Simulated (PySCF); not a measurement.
**Working out the ionisation energy of N⁺**

N⁺ [He] 2s2 2p2 (3P) → N²⁺ [He] 2s2 2p1 (2P). Computed with PySCF 2.14 in aug-cc-pVTZ-DK, with scalar relativity by spin-free X2C-1e. Frozen: 1s2. Energies in hartree (1 hartree = 27.21139 eV):

```csv
part,N⁺ (lower),N²⁺ (upper)
UHF,-53.919912,-52.847342
CCSD correlation,-0.092926,-0.083197
(T),-0.001631,-0.001038
```

Task: What does Hartree-Fock give?

Result: (-52.847342) − (-53.919912) = 1.072570 hartree = 29.186 eV.

Task: What do CCSD and CCSD(T) give?

Result: The CCSD correlation energies differ by 0.009729 hartree = 0.265 eV and the triples by 0.000593 hartree = 0.016 eV, so CCSD gives 29.451 eV and CCSD(T) 29.467 eV.

A first-order spin-orbit estimate adds -0.003 eV to CCSD(T) (valence), giving 29.464 eV against 29.601 eV (semi-empirical (NIST evaluation); NIST Atomic Spectra Database, ionization energies).

What remains against the reference includes basis incompleteness, the frozen core and higher excitations.
